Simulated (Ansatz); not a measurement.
`[BH2][GeH2][O]C`, charge 0, multiplicity 1.

Q: Give a relaxed structure at PBE0-D4/def2-TZVP (Ansatz). (Estimate.)

A: Computed: 
Z-matrix (Å, degrees):
```
Ge
O 1 1.788
B 1 2.049 2 108.4
H 1 1.550 2 107.6 3 122.6
H 1 1.550 2 107.6 3 -122.6
C 2 1.404 1 117.9 3 179.9
H 3 1.192 1 121.2 2 0.2
H 3 1.194 1 119.7 2 -179.8
H 6 1.099 2 112.2 1 61.0
H 6 1.099 2 112.2 1 -60.7
H 6 1.093 2 108.3 1 -179.8
```
Point group Cs.
This is one stationary point; other conformers may exist.
